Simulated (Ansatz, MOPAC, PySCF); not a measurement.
Species: BI, charge 0, multiplicity 1. SMILES: [B]I
Geometry from a B3LYP-D3(BJ)/def2-TZVP (Ansatz, an electronic-structure program) optimisation:
```xyz
2

B      0.0000     0.0000    -1.9574
I      0.0000     0.0000     0.1847
```
Charge 0, spin multiplicity 1.

Unscaled harmonic wavenumbers (cm⁻¹) in rising order, each level at the stationary point that it reaches from this structure (no distance between atoms moves by over 0.3 Å); the order of modes can differ between levels, and a negative number is imaginary. B3LYP-D3(BJ)/def2-TZVP (PySCF, at the structure above): 569.

PM3 (MOPAC): 692. Zero-point energy 1.0 against 0.8 kcal/mol; where all levels lie over 400 cm⁻¹, the wavenumbers are on average 1.217 times those of B3LYP-D3(BJ)/def2-TZVP.

PM7 (MOPAC): 782. Zero-point energy 1.1 against 0.8 kcal/mol; where all levels lie over 400 cm⁻¹, the wavenumbers are on average 1.375 times those of B3LYP-D3(BJ)/def2-TZVP.

B3LYP/6-31G* with LANL2DZ past Ar (Ansatz): 529. Zero-point energy 0.8 against 0.8 kcal/mol; where all levels lie over 400 cm⁻¹, the wavenumbers are on average 0.930 times those of B3LYP-D3(BJ)/def2-TZVP.
